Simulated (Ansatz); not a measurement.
Isomers of As₃P₅⁻ (doublet), relaxed with PBE-D4/def2-SVP; total energies from Ansatz at PBE0-D4/def2-TZVPD.

```csv
isomer,description,energy (Eh)
A,point group not assigned; 5 × As–P 2.29 to 2.43 Å; 4 × P–P 2.16 to 2.26 Å; 2 × As–As 2.50 to 2.52 Å,-8413.25367
B,point group not assigned; 5 × P–P 2.26 to 2.34 Å; 5 × As–P 2.29 to 2.41 Å; 1 × As–As 2.40 Å,-8413.25629
```

The isomers come from a short search, and lower ones may exist.

Work out the relative energies (1 Eh = 2625.5 kJ/mol) and the Boltzmann populations at 298 K from electronic energies alone (R = 8.314 J/mol/K).

ΔE: A 6.9, B 0.0 kJ/mol. RT = 2.48 kJ/mol. Factors exp(−ΔE/RT): A 0.0619, B 1; sum 1.062. Populations: A 5.8 %, B 94.2 %. Zero-point energy, vibrational entropy and symmetry numbers are left out and can shift these; an error of 4 kJ/mol changes a ratio by a factor of 5.0. Over the other density-functional and correlated levels in def2 sets, the gap between B and A ranges from 4 to 6 kJ/mol.
